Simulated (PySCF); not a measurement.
**Radial density of Re³⁺ (rhenium, charge +3)**

UHF, [Xe] 4f14 5d4, high-spin 5D determinant. All numbers are calculated (PySCF 2.14, scalar relativity by spin-free X2C-1e, in ANO-R2 (8s6p5d3f1g, 81 functions)).

| r (bohr) | 4πr²ρ (e/bohr) | 4πr²(ρα − ρβ) |
| --- | --- | --- |
| 0.0179 | 95.28 | -0.0037 |
| 0.0301 | 97.95 | -0.0037 |
| 0.0506 | 137.2 | 0.0413 |
| 0.0851 | 111.6 | 0.2057 |
| 0.143 | 125.3 | 0.1496 |
| 0.241 | 76.75 | -0.0303 |
| 0.405 | 79.08 | 0.3820 |
| 0.682 | 34.52 | -0.0057 |
| 1.15 | 14.25 | 2.6292 |
| 1.93 | 3.284 | 2.0024 |
| 3.24 | 0.2009 | 0.1909 |
| 5.46 | 0.0006404 | 0.0006 |
| 9.18 | 0.0001043 | 0.0001 |

Densities and radii are taken from the X2C orbitals without a picture-change correction, which distorts them close to the nucleus.

Spin-orbit coupling, absent here, splits the open shell strongly.

Q: Where is the radial spin density 4πr²(ρα − ρβ) most negative, and why is it negative at all?

A: Around r = 0.241 bohr, down to -0.0303 e/bohr: exchange with the open shell polarises the paired shells in an unrestricted calculation.
